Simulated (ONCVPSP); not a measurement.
## Potentials for nickel (Ni) compared

Generated with ld1.x 7.5 (TM, RRKJ, ultrasoft, PAW), atompaw 4.2 or ONCVPSP 4.0.1. The cutoff is in Ry: for ld1.x and atompaw files where the sum of valence levels is converged to 10 mRy in a Bessel basis, for ONCV files where the hardest occupied wave has 1 mHa per electron of residual kinetic energy. The error is the largest all-electron minus pseudo excitation energy over each file’s own four to seven test configurations (ionisations up to +4, promotions, holes and added fractions of an electron), all of which were solved. The labels leave out finer settings (local radius, basis sizes, second energies), which also bear on the numbers. Spin-polarised tests are not counted. The rows are a selection from randomly drawn settings: files with unsolved tests, undetermined cutoffs or missed reference levels are left out.

A true bound ghost makes a file unfit for plane-wave use even where its test errors are small: the radial tests pick states by their node count and pass the ghost by.

| potential | cutoff (Ry) | largest error (meV) | bound ghosts |
| --- | --- | --- | --- |
| ONCV, PBE, scalar-relativistic, rc 1.30/0.75/1.10 (spd), local smoothed, core correction yes, reference 3s2 3p6 3d8 4s2, qcut 10.5/13.2/12.8, projectors 3/2/2 | 146 | -4.0 | none |
| ONCV, PW91, fully relativistic, rc 1.45/1.10/1.10 (spd), local smoothed, core correction yes, reference 3s2 3p6 3d8 4s2, qcut 10.2/10.8/13.8, projectors 2/1/2 | 153 | +11 | none |
| ONCV, PW91, non-relativistic, rc 1.20/1.15/0.85 (spd), local d, core correction yes, reference 3s2 3p6 3d9 4s1, qcut 9/13.8/20.2, projectors 2/2/0 | 267 | +1.8 | none |
| ONCV, PBE, scalar-relativistic, rc 1.00/0.95/0.85 (spd), local smoothed, core correction yes, reference 3s2 3p6 3d8 4s2, qcut 13.2/11.7/21.6, projectors 2/2/1 | 297 | -21 | none |
| ONCV, Wu-Cohen, scalar-relativistic, rc 2.45/1.20/1.35 (spd), local smoothed, core correction yes, reference 3p6 3d8 4s2, qcut 3.5/11.2/9.1, projectors 1/3/1 | 84 | -30 | s |

Q: Fill in the row for Ni: ONCV, PBE, scalar-relativistic, rc 1.04/1.26/0.98 (spd), local smoothed, core correction yes, reference 3s2 3p6 3d8, qcut 15.1/12.5/16.4, projectors 2/2/2.

A: cutoff 202 Ry, largest error +3.9 meV, bound ghosts: none.

Q: Fill in the row for Ni: ONCV, LDA (Perdew-Zunger), scalar-relativistic, rc 1.45/1.00/1.00 (spd), local smoothed, core correction yes, reference 3s2 3p6 3d8 4s2, qcut 7.8/17.1/16.5, projectors 3/3/2.

A: cutoff 200 Ry, largest error -8.9 meV, bound ghosts: none.
